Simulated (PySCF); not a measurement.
C5H6N2O2.
Numbering: `[CH3:1][C:2](=[O:3])[c:4]1[n:5][o:6][c:7]([CH3:8])[n:9]1` (hydrogens: H10, H11, H12 on C1; H13, H14, H15 on C8)

The same species was optimised twice, with GFN2-xTB and with PBE0-D3(BJ)/def2-SVP (PySCF), and the same property calculations (PySCF, gas phase) were run on both structures.

```tsv
coordinate	GFN2-xTB	PBE0-D3(BJ)/def2-SVP	change
C2–C4 (Å)	1.486	1.501	+0.015
N5–O6 (Å)	1.350	1.361	+0.011
O6–C7 (Å)	1.344	1.339	-0.005
C7–C8 (Å)	1.475	1.478	+0.003
C4–N5 (Å)	1.306	1.308	+0.002
C4–N9 (Å)	1.369	1.370	+0.001
C2=O3 (Å)	1.203	1.204	+0.001
C1–C2 (Å)	1.500	1.501	+0.001
C7–N9 (Å)	1.296	1.296	0.000
C1–C2–C4 (°)	113.1	115.3	+2.2
C2–C4–N5 (°)	124.7	122.5	-2.2
C4–N5–O6 (°)	105.4	103.5	-1.9
O6–C7–C8 (°)	120.3	118.5	-1.8
N5–C4–N9 (°)	112.5	114.0	+1.5
C8–C7–N9 (°)	127.9	129.5	+1.6
O3–C2–C4 (°)	122.3	120.8	-1.5
N5–O6–C7 (°)	107.1	108.0	+0.9
C1–C2–C4–N5 (°)	180	180	0
```

Rotational constants: A = 4176, B = 1118, C = 891.3 MHz (GFN2-xTB) against A = 4215, B = 1102, C = 883.3 MHz (PBE0-D3(BJ)/def2-SVP). Atoms that the bonding makes alike are paired by their places after alignment.

On the GFN2-xTB structure: HOMO (eV) -7.75 [PBE0/pcSseg-1]; LUMO (eV) -1.94 [PBE0/pcSseg-1]; dipole (D) 5.00 [PBE0/pcSseg-1]; GIAO shielding of C1 (ppm) 153.3 [PBE0/pcSseg-1]; GIAO shielding of C2 (ppm) -8.1 [PBE0/pcSseg-1]; GIAO shielding of O3 (ppm) -354.1 [PBE0/pcSseg-1]; GIAO shielding of C4 (ppm) 17.6 [PBE0/pcSseg-1]; GIAO shielding of N5 (ppm) -156.6 [PBE0/pcSseg-1]; GIAO shielding of O6 (ppm) -88.1 [PBE0/pcSseg-1]; GIAO shielding of C7 (ppm) 2.3 [PBE0/pcSseg-1]; GIAO shielding of C8 (ppm) 172.4 [PBE0/pcSseg-1].

What do these properties become on the PBE0-D3(BJ)/def2-SVP structure?

| property | level | on GFN2-xTB | on PBE0-D3(BJ)/def2-SVP | change |
| --- | --- | --- | --- | --- |
| HOMO (eV) | PBE0/pcSseg-1 | -7.75 | -7.75 | 0.00 |
| LUMO (eV) | PBE0/pcSseg-1 | -1.94 | -1.92 | +0.02 |
| dipole (D) | PBE0/pcSseg-1 | 5.00 | 4.92 | -0.08 |
| energy, GFN2-xTB geometry as zero (kcal/mol) | PBE0/pcSseg-1 | 0.0 | -1.0 | -1.0 |
| GIAO shielding of C1 (ppm) | PBE0/pcSseg-1 | 153.3 | 152.6 | -0.7 |
| GIAO shielding of C2 (ppm) | PBE0/pcSseg-1 | -8.1 | -8.5 | -0.4 |
| GIAO shielding of O3 (ppm) | PBE0/pcSseg-1 | -354.1 | -357.3 | -3.2 |
| GIAO shielding of C4 (ppm) | PBE0/pcSseg-1 | 17.6 | 15.6 | -2.0 |
| GIAO shielding of N5 (ppm) | PBE0/pcSseg-1 | -156.6 | -154.9 | +1.7 |
| GIAO shielding of O6 (ppm) | PBE0/pcSseg-1 | -88.1 | -91.8 | -3.7 |
| GIAO shielding of C7 (ppm) | PBE0/pcSseg-1 | 2.3 | 2.7 | +0.4 |
| GIAO shielding of C8 (ppm) | PBE0/pcSseg-1 | 172.4 | 170.9 | -1.5 |

The heavy atoms differ by 0.038 Å rms after alignment. Among bonds between heavy atoms C2–C4 changes most (+0.015 Å). Changes are differences of the printed values. Neither structure is proved a minimum here.

Shape of the structure used: `[CH3:1][C:2](=[O:3])[c:4]1[n:5][o:6][c:7]([CH3:8])[n:9]1`: C1–C2–C4–N5 180°.
